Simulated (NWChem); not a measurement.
System: TiH3Cl; SMILES [Cl][TiH3]

NWChem input:

```
start job
memory heap 200 mb stack 900 mb global 1100 mb
geometry units angstroms noautoz
  Ti     0.000000     0.000000     0.834270
  Cl     0.000000     0.000000    -1.323317
  H      1.485599    -0.639745     1.354942
  H     -0.188764     1.606439     1.354942
  H     -1.296835    -0.966694     1.354942
end
basis spherical
  Ti library def2-svp
  Cl library def2-svp
  H library def2-svp
end
dft
  xc xpbe96 cpbe96
  iterations 150
  mulliken
end
task dft energy
```

Excerpt of the output:

```
             Northwest Computational Chemistry Package (NWChem) 7.3.0
             --------------------------------------------------------

 C3V symmetry detected

                             Geometry "geometry" -> ""
                             -------------------------

 Output coordinates in angstroms (scale by  1.889725989 to convert to a.u.)

  No.       Tag          Charge          X              Y              Z
 ---- ---------------- ---------- -------------- -------------- --------------
    1 Ti                  22.0000     0.00000000     0.00000000     0.83611817
    2 Cl                  17.0000     0.00000000     0.00000000    -1.32146883
    3 H                    1.0000     1.14373908     1.14373908     1.35679017
    4 H                    1.0000    -1.56237664     0.41863756     1.35679017
    5 H                    1.0000     0.41863756    -1.56237664     1.35679017

 Effective nuclear repulsion energy (a.u.)     121.4747476558

      Symmetry information
      --------------------

 Group name             C3v
 Group number             17
 Group order               6
 No. of unique centers     3

  pbe96 is a nonlocal functional; adding pw91lda local functional.

                                 NWChem DFT Module
                                 -----------------

 Summary of "ao basis" -> "ao basis" (spherical)
 ------------------------------------------------------------------------------
       Tag                 Description            Shells   Functions and Types
 ---------------- ------------------------------  ------  ---------------------
 Ti                         def2-svp                11       31   5s3p2d1f
 Cl                         def2-svp                 8       18   4s3p1d
 H                          def2-svp                 3        5   2s1p

      Symmetry analysis of basis
      --------------------------

        a1         24
        a2          2
        e          38

  Rotation of axis

            General Information
            -------------------
          SCF calculation type: DFT
          Wavefunction type:  closed shell.
          No. of atoms     :     5
          No. of electrons :    42
           Alpha electrons :    21
            Beta electrons :    21
          Charge           :     0
          Spin multiplicity:     1
          Use of symmetry is: on ; symmetry adaption is: on
          Maximum number of iterations: 150
          AO basis - number of functions:    64
                     number of shells:    28
          Convergence on energy requested:  1.00D-06
          Convergence on density requested:  1.00D-05
          Convergence on gradient requested:  5.00D-04

              XC Information
              --------------
          PerdewBurkeErnzerhof Exchange Functional  1.000
            Perdew 1991 LDA Correlation Functional  1.000 local
           PerdewBurkeErnz. Correlation Functional  1.000 non-local

             Grid Information
             ----------------
          Grid used for XC integration:  medium
          Radial quadrature: Mura-Knowles
          Angular quadrature: Lebedev.
          Tag              B.-S. Rad. Rad. Pts. Rad. Cut. Ang. Pts.
          ---              ---------- --------- --------- ---------
          Ti                  1.40      112          10.0       590
          Cl                  1.00       88           9.0       590
          H                   0.35       45           9.0       434
          Grid pruning is: on
          Number of quadrature shells:   245
          Spatial weights used:  Erf1

      Superposition of Atomic Density Guess
      -------------------------------------

 Sum of atomic energies:       -1309.07990281

      Non-variational initial energy
      ------------------------------

 Total energy =   -1308.862781
 1-e energy   =   -2040.659204
 2-e energy   =     610.321675
 HOMO         =      -0.313159
 LUMO         =       0.032555

      Symmetry analysis of molecular orbitals - initial
      -------------------------------------------------

  Numbering of irreducible representations:

     1 a1          2 a2          3 e

  Orbital symmetries:

     1 a1          2 a1          3 a1          4 e           5 e
     6 a1          7 a1          8 a1          9 e          10 e
    11 a1         12 a1         13 e          14 e          15 a1
    16 a1         17 e          18 e          19 a1         20 e
    21 e          22 e          23 e          24 a1         25 e
    26 e          27 a1         28 a1         29 a1         30 e
    31 e

     ---------------------------------------------
      Total Density - Mulliken Population Analysis
     ---------------------------------------------

    Atom       Charge   Shell Charges
 -----------   ------   -------------------------------------------------------
    1 Ti  22    20.09   2.00  2.00  2.00  0.75  0.05  6.00  5.99  0.47  0.35  0.46  0.01
    2 Cl  17    17.58   2.00  1.99  1.24  0.71  5.95  2.25  3.44  0.01
    3 H    1     1.44   0.81  0.64  0.00
    4 H    1     1.44   0.81  0.64  0.00
    5 H    1     1.44   0.81  0.64  0.00

   convergence    iter        energy       DeltaE   RMS-Dens  Diis-err
 ---------------- ----- ----------------- --------- --------- ---------
 d= 0,ls=0.0,diis     1  -1310.3453295995 -1.43D+03  8.22D-02  1.41D+00
 d= 0,ls=0.0,diis     2  -1292.1304807211  1.82D+01  4.42D-02  8.92D+01
 d= 0,ls=0.0,diis     3  -1303.4789102866 -1.13D+01  1.45D-02  7.37D+01
 d= 0,ls=0.0,diis     4  -1299.7669258097  3.71D+00  3.92D-03  9.01D+01
 d= 0,ls=0.0,diis     5  -1298.6219247580  1.15D+00  4.32D-03  9.19D+01
 d= 0,ls=0.0,diis     6  -1299.0278116896 -4.06D-01  1.01D-02  9.10D+01
 d= 0,ls=0.0,diis     7  -1298.1160639835  9.12D-01  1.15D-03  9.30D+01
 d= 0,ls=0.0,diis     8  -1298.0453912425  7.07D-02  1.53D-03  9.34D+01
 d= 0,ls=0.0,diis     9  -1298.4497986535 -4.04D-01  1.51D-02  9.28D+01
 d= 0,ls=0.0,diis    10  -1302.7138461479 -4.26D+00  3.59D-03  7.92D+01
 d= 0,ls=0.0,diis    11  -1303.7142835668 -1.00D+00  8.27D-02  7.28D+01
 d= 0,ls=0.0,diis    12  -1308.9998884568 -5.29D+00  5.07D-02  9.01D+00
 d= 0,ls=0.0,diis    13  -1310.6817039845 -1.68D+00  1.65D-02  4.79D-01
 d= 0,ls=0.0,diis    14  -1310.6306359888  5.11D-02  8.44D-03  1.11D+00
 d= 0,ls=0.0,diis    15  -1310.7715779631 -1.41D-01  1.79D-03  1.17D-02
  Resetting Diis
 d= 0,ls=0.0,diis    16  -1310.7730364420 -1.46D-03  7.74D-04  2.67D-03
 d= 0,ls=0.0,diis    17  -1310.7735529337 -5.16D-04  8.64D-04  2.38D-04
 d= 0,ls=0.0,diis    18  -1310.7726580515  8.95D-04  7.27D-04  5.81D-03
 d= 0,ls=0.0,diis    19  -1310.7735889657 -9.31D-04  4.79D-05  1.06D-05
 d= 0,ls=0.0,diis    20  -1310.7735903906 -1.42D-06  1.73D-05  1.29D-06
 d= 0,ls=0.0,diis    21  -1310.7735906048 -2.14D-07  2.14D-06  4.06D-08

         Total DFT energy =    -1310.773590604775
      One electron energy =    -2041.570442983869
           Coulomb energy =      680.232166715705
    Exchange-Corr. energy =      -70.910061992439
 Nuclear repulsion energy =      121.474747655829

 Numeric. integr. density =       42.000011366083

                  Occupations of the irreducible representations
                  ----------------------------------------------

                     irrep           alpha         beta
                     --------     --------     --------
                     a1               11.0         11.0
                     a2                0.0          0.0
                     e                10.0         10.0

                       DFT Final Molecular Orbital Analysis
                       ------------------------------------

 Vector   19  Occ=2.000000D+00  E=-2.968693D-01  Symmetry=a1
              MO Center=  1.5D-14, -9.7D-14,  1.2D+00, r^2= 3.0D+00
   Bfn.  Coefficient  Atom+Function         Bfn.  Coefficient  Atom+Function
  ----- ------------  ---------------      ----- ------------  ---------------
     4      0.407541  1 Ti s                  3     -0.312147  1 Ti s
    17     -0.258206  1 Ti d  0              50      0.248218  3 H  s
    55      0.248218  4 H  s                 60      0.248218  5 H  s
    51      0.132598  3 H  s                 56      0.132598  4 H  s
    61      0.132598  5 H  s                 22     -0.105578  1 Ti d  0

 Vector   20  Occ=2.000000D+00  E=-2.757240D-01  Symmetry=e
              MO Center=  5.2D-01, -2.0D-01,  1.2D+00, r^2= 2.3D+00
   Bfn.  Coefficient  Atom+Function         Bfn.  Coefficient  Atom+Function
  ----- ------------  ---------------      ----- ------------  ---------------
    60     -0.315536  5 H  s                 15      0.300469  1 Ti d -2
    50      0.296802  3 H  s                 61     -0.231689  5 H  s
    16      0.224215  1 Ti d -1              51      0.217933  3 H  s
    19      0.195375  1 Ti d  2              10     -0.180015  1 Ti py
    20      0.126421  1 Ti d -2              13      0.112309  1 Ti py

 Vector   21  Occ=2.000000D+00  E=-2.757240D-01  Symmetry=e
              MO Center= -5.2D-01,  2.0D-01,  1.2D+00, r^2= 2.3D+00
   Bfn.  Coefficient  Atom+Function         Bfn.  Coefficient  Atom+Function
  ----- ------------  ---------------      ----- ------------  ---------------
    55      0.353533  4 H  s                 19      0.300469  1 Ti d  2
    56      0.259590  4 H  s                 18      0.224215  1 Ti d  1
    15     -0.195375  1 Ti d -2              50     -0.192991  3 H  s
     9      0.180015  1 Ti px                60     -0.160542  5 H  s
    51     -0.141708  3 H  s                 24      0.126421  1 Ti d  2

[...]
```

Level: PBE/def2-SVP. Coordinates come from a PBE-D3(BJ)/def2-SVP optimisation.
